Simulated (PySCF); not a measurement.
Electron correlation in F (fluorine, neutral)

[He] 2s2 2p5, 2P determinant. All numbers are calculated (PySCF 2.14, scalar relativity by spin-free X2C-1e, in aug-cc-pCVTZ-DK). Frozen: nothing; 9 electrons correlated.

```csv
level,correlation energy (mhartree)
CCSD,-277.57
(T),-4.87
CCSD(T),-282.44
```

Diagnostics: T1 = 0.0064, D1 = 0.0119, largest double amplitude 0.033.

Cost of the coupled-cluster step: about 14 core-seconds, for 9 correlated electrons.

Iterations:

```
CC2 = 0
CCSD nocc = (np.int64(5), np.int64(4)), nmo = (59, 59)
frozen orbitals [[], []]
max_cycle = 100
direct = 0
conv_tol = 1e-08
conv_tol_normt = 1e-06
diis_space = 8
diis_start_cycle = 0
Init t2, MP2 energy = -0.26568869142051
Init E_corr(UCCSD) = -0.265688691424651
cycle = 1  E_corr(UCCSD) = -0.273880607879641  dE = -0.00819191645  norm(t1,t2) = 0.0290031
cycle = 2  E_corr(UCCSD) = -0.276745897316549  dE = -0.00286528944  norm(t1,t2) = 0.00827638
cycle = 3  E_corr(UCCSD) = -0.277291540271402  dE = -0.000545642955  norm(t1,t2) = 0.00425859
cycle = 4  E_corr(UCCSD) = -0.277596282573108  dE = -0.000304742302  norm(t1,t2) = 0.00179479
cycle = 5  E_corr(UCCSD) = -0.277563904058898  dE = 3.23785142e-05  norm(t1,t2) = 0.000684397
cycle = 6  E_corr(UCCSD) = -0.277563953653513  dE = -4.9594615e-08  norm(t1,t2) = 0.000151357
cycle = 7  E_corr(UCCSD) = -0.27756960107799  dE = -5.64742448e-06  norm(t1,t2) = 4.87639e-05
cycle = 8  E_corr(UCCSD) = -0.277569428375239  dE = 1.72702751e-07  norm(t1,t2) = 1.18438e-05
cycle = 9  E_corr(UCCSD) = -0.277568926434047  dE = 5.01941192e-07  norm(t1,t2) = 3.68095e-06
cycle = 10  E_corr(UCCSD) = -0.277569012110795  dE = -8.56767482e-08  norm(t1,t2) = 9.9837e-07
cycle = 11  E_corr(UCCSD) = -0.27756901524586  dE = -3.13506543e-09  norm(t1,t2) = 2.60059e-07
UCCSD converged
E(UCCSD) = -99.7713464867214  E_corr = -0.2775690152458603
UCCSD(T) correction = -0.00487311501555684
```
